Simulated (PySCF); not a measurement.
Radial density of Ga³⁺ (gallium, charge +3)

UHF, [Ar] 3d10, closed-shell 1S. Computed with PySCF 2.14 in aug-cc-pVDZ-PP with ECP10MDF, with scalar relativity through the core potential. This is the valence pseudo-density: the core potential removes the inner electrons and smooths the orbitals near the nucleus.

```
r (bohr)  4πr²ρ (e/bohr)
 0.00178       1.184e-05
 0.00300       3.317e-05
 0.00505       9.124e-05
 0.00849       0.0002394
  0.0143       0.0005667
  0.0240        0.001216
  0.0404        0.004017
  0.0679         0.03688
   0.114          0.4017
   0.192           2.807
   0.323           13.05
   0.544           26.77
   0.915           13.42
    1.54           1.854
    2.59         0.07330
    4.35       2.433e-05
    7.32       4.791e-05
```

Energies and moments cover only the electrons outside the core potential.
